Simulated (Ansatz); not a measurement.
Geometry optimisation, RHF/def2-SVP (Ansatz 0.2.0).

input.yaml

```yaml
crystal:
  periodic: [false, false, false]
  atoms:
    - { symbol: Hf, position_ang: [0.447484, -0.587347, -0.209502] }
    - { symbol: Cl, position_ang: [-0.402446, -0.441306, 3.408598] }
    - { symbol: Cl, position_ang: [1.401607, -0.767619, -2.390314] }
    - { symbol: F, position_ang: [-0.075386, 1.240651, 0.023825] }
    - { symbol: O, position_ang: [-1.085458, -1.761016, -0.148162] }
    - { symbol: Si, position_ang: [-2.374591, -2.796029, -0.034412] }
    - { symbol: H, position_ang: [-2.562626, -3.197748, 1.375136] }
    - { symbol: H, position_ang: [-3.594009, -2.121366, -0.52701] }
    - { symbol: H, position_ang: [-2.108446, -3.995759, -0.857627] }
    - { symbol: O, position_ang: [1.862931, -1.143504, 1.12062] }
    - { symbol: H, position_ang: [2.735286, -1.493837, 1.205329] }
    - { symbol: H, position_ang: [0.802953, -0.83932, 3.035019] }
basis:
  gaussian: { orbitals: def2-SVP }
hamiltonian:
  xc: hf
relax:
  f_tol: 0.03
  max_steps: 50
```

Run as:

```bash
$ ansatz run input.yaml --threads 4 --pin off --max-ram 5120MiB --backend cpu --events-out ev --progress --plain --runs-dir out
```

Q: Where does it end, and by what steps?

A: It converged. The force dipped under the threshold on the way, but the program's further checks kept it going. After 17 steps the energy has fallen by 0.101 eV; H12 moved furthest, 0.39 Å.

| step | energy less start (eV) | largest force component (eV/Å) | accepted |
| --- | --- | --- | --- |
| 0 | 0.0000 | 1.269 | yes |
| 1 | -0.0523 | 0.761 | yes |
| 2 | -0.0497 | 1.170 | no |
| 3 | -0.0892 | 0.078 | yes |
| 4 | -0.0946 | 0.180 | yes |
| 5 | -0.0984 | 0.043 | yes |
| 6 | -0.0995 | 0.016 | yes |
| 7 | -0.0995 | 0.159 | yes |
| 8 | -0.0998 | 0.061 | yes |
| 9 | -0.1000 | 0.019 | yes |
| 10 | -0.1002 | 0.068 | yes |
| 11 | -0.1004 | 0.104 | yes |
| 12 | -0.1006 | 0.105 | yes |
| 13 | -0.1008 | 0.077 | yes |
| 14 | -0.1010 | 0.023 | yes |
| 15 | -0.1012 | 0.051 | yes |
| 16 | -0.1008 | 0.187 | no |
| 17 | -0.1015 | 0.022 | yes |

```xyz
12
Properties=species:S:1:pos:R:3
Hf 0.496 -0.608 -0.232
Cl -0.513 -0.340 3.185
Cl 1.323 -0.745 -2.476
F 0.010 1.230 0.042
O -1.039 -1.794 -0.136
Si -2.342 -2.801 -0.015
H -2.455 -3.306 1.371
H -3.576 -2.066 -0.369
H -2.174 -3.947 -0.935
O 1.930 -1.180 0.930
H 2.757 -1.485 1.254
H 0.631 -0.862 3.383
```

Whether the end is a true minimum wasn't checked by a vibrational analysis.

The run took 27 s on 4 threads of Intel(R) Xeon(R) 6975P-C (Granite Rapids), with other jobs on the host, peak memory 0.48 GiB.
